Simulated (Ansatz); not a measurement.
`O[SiH]C[SiH2]O` radical. Total charge 0; spin multiplicity 2.

Cartesian coordinates in Å:
```
O 0.020 -1.101 -2.279
Si 0.944 -1.452 -0.949
C 0.901 -0.072 0.324
Si -0.825 0.589 0.609
O -0.943 1.540 1.953
H 0.208 -0.289 -2.752
H 0.318 -2.682 -0.385
H 1.292 -0.487 1.260
H 1.568 0.744 0.026
H -1.230 1.356 -0.604
H -1.770 -0.526 0.846
H -0.483 2.379 1.951
```

(1) Give the diagnostics of a CCSD(T)/def2-TZVPP run (frozen core, Ansatz 0.2.0). (Best estimate.)

## Answers

(1) The calculation gave: T1 = 0.0134, largest single amplitude 0.034, largest double 0.012, (T) share of the correlation energy 3.5 %, 10 CCSD cycles. ⟨S²⟩ of the UHF reference is 0.754 against 0.75 for a pure state. T1 lies under the customary mark of 0.045 for open shells.
